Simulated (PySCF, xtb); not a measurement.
H₃O₂SbTe, SMILES [OH][Sb]([TeH])[OH]. The values are those of a single conformer.

Harmonic wavenumbers (cm⁻¹) from xtb with GFN2-xTB at its own minimum, in rising order: 47, 133, 140, 191, 205, 213, 280, 462, 492, 499, 836, 863, 1931, 3630, 3680.

Problem. What does PBE-D3(BJ)/def2-SVP run with PySCF 2.14.0 give at its own minimum? (An estimate is asked for; the answer gives what the named calculation found.)

Solution. 81, 97, 127, 182, 188, 276, 374, 474, 575, 577, 813, 857, 2052, 3656, 3675. Paired by order, the mean absolute difference is 41 cm⁻¹ and the zero-point energies are 19.4 and 20.0 kcal/mol.
